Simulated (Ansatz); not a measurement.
Relaxation of BCl2FH3P (8 atoms, charge 0, multiplicity 1), to a largest force component of 0.03 eV/Å in at most 50 steps.

Theory: RHF/6-31G* in Ansatz.

```xyz
8
Properties=species:S:1:pos:R:3:forces:R:3
B 0.250 -0.574 -0.334 -0.04 0.21 -0.53
Cl -0.151 0.465 2.531 0.29 -1.31 0.52
Cl 1.570 0.495 -0.807 -0.01 -0.06 0.01
F -0.971 -0.185 -0.583 0.01 0.00 0.00
P 0.558 -2.277 0.504 0.14 -0.49 -0.06
H -0.457 -3.015 -0.116 0.00 0.03 -0.01
H 1.633 -2.739 -0.261 -0.01 0.03 0.02
H 0.163 -0.812 2.649 -0.38 1.59 0.04
```

**Question.** Where does it end, and by what steps?

**Answer.** It converged. The force dipped under the threshold on the way, but the program's further checks kept it going. After 26 steps the energy has fallen by 0.267 eV; Cl2 moved furthest, 1.85 Å.

```csv
step,energy less start (eV),largest force component (eV/Å),accepted
0,0.0000,1.587,yes
1,-0.1272,0.807,yes
2,-0.1879,0.606,yes
3,-0.2078,0.470,yes
4,-0.2217,0.391,yes
5,-0.2339,0.113,yes
6,-0.2372,0.097,yes
7,-0.2363,0.577,no
8,-0.2404,0.045,yes
9,-0.2407,0.293,yes
10,-0.2232,0.839,no
11,-0.2457,0.054,yes
12,-0.2485,0.026,yes
13,-0.2502,0.261,yes
14,-0.2554,0.033,yes
15,-0.2589,0.214,yes
16,-0.2352,0.888,no
17,-0.2618,0.122,yes
18,-0.2635,0.037,yes
19,-0.2645,0.062,yes
20,-0.2624,0.371,no
21,-0.2563,0.373,no
22,-0.2651,0.027,yes
23,-0.2654,0.205,yes
24,-0.2661,0.056,yes
25,-0.2664,0.013,yes
26,-0.2666,0.017,yes
```

```xyz
8
Properties=species:S:1:pos:R:3
B 0.294 -0.666 -1.128
Cl -0.120 -0.102 4.295
Cl 1.695 0.177 -1.775
F -0.862 -0.461 -1.698
P 0.407 -1.762 0.460
H -0.483 -2.775 0.086
H 1.603 -2.433 0.195
H 0.061 -0.620 3.149
```

Whether the end is a true minimum wasn't checked by a vibrational analysis.

Time of the run: 74 s on 1 thread of Arm Neoverse V1 (shared host), peak memory 0.19 GiB.
